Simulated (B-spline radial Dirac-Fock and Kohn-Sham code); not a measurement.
Two-hole binding energies of Bi⁺

System: the Bi⁺ ion, configuration [Xe] 4f14 5d10 6s2 6p2, inside a Watson sphere of charge -1 and radius 2.2 Å (a model of the Madelung potential; inside it an electron's potential energy is raised by 6.5 eV).

Level of theory: Dirac-Fock ΔSCF + Breit + QED; a radial finite-basis atomic code. U is the two-hole binding energy less the two single-hole energies, the effective repulsion of the holes after relaxation. Each two-hole energy is an average over J within one jj subconfiguration.

| holes | E(a) (eV) | E(b) (eV) | E(ab) (eV) | U (eV) |
| --- | --- | --- | --- | --- |
| 1s⁻¹ 3p3/2⁻¹ | 90532.4 | 3193.8 | 93849.3 | 123.1 |
| 1s⁻¹ 3d5/2⁻¹ | 90532.4 | 2591.6 | 93236.5 | 112.4 |
| 2s⁻² | 16404.3 | 16404.3 | 33073.0 | 264.3 |
| 2s⁻¹ 2p1/2⁻¹ | 16404.3 | 15722.2 | 32380.4 | 253.8 |
| 2p1/2⁻¹ 2p3/2⁻¹ | 15722.2 | 13429.2 | 29436.2 | 284.8 |
| 2s⁻¹ 3p1/2⁻¹ | 16404.3 | 3712.4 | 20229.1 | 112.4 |
| 2p3/2⁻¹ 3p1/2⁻¹ | 13429.2 | 3712.4 | 17255.9 | 114.2 |
| 2p3/2⁻¹ 3d5/2⁻¹ | 13429.2 | 2591.6 | 16129.1 | 108.3 |
| 3p1/2⁻² | 3712.4 | 3712.4 | 7510.1 | 85.2 |
| 3p3/2⁻² | 3193.8 | 3193.8 | ? | ? |
| 3d3/2⁻¹ 3d5/2⁻¹ | 2699.8 | 2591.6 | 5377.0 | 85.6 |
| 5p1/2⁻¹ 5p3/2⁻¹ | 130.6 | 106.1 | 254.1 | 17.4 |
| 5p3/2⁻² | 106.1 | 106.1 | 229.5 | 17.3 |
| 5d3/2⁻² | 36.75 | 36.75 | 88.32 | 14.8 |

Question: Give the missing two-hole energy and U.

Answer: E(ab) = 6458.6 eV and U = 71.0 eV.

Values without a named source are computed, but for edge energies of neutral atoms, which are taken from tables.
